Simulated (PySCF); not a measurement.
Vertical excitations of a molecule C3H7BO3 from TDA-CAM-B3LYP/def2-SVPD run with PySCF, as energy in eV (oscillator strength): 7.39 (0.036), 7.46 (0.068), 7.70 (0.301), 7.89 (0.022), 8.04 (0.097), 8.19 (0.009). Lowest triplet (TDA): 4.34 eV. Coordinates come from a B3LYP-D3(BJ)/def2-SVP optimisation. One conformer was computed; it need not be the lowest.

**Question.** Pick the molecule that these values belong to.
A) CB(CO)C(=O)O
B) C[C@H]1COB(O)O1
C) CCOB(O)C=O
D) C=CCOB(O)O

**Answer.** D, C=CCOB(O)O
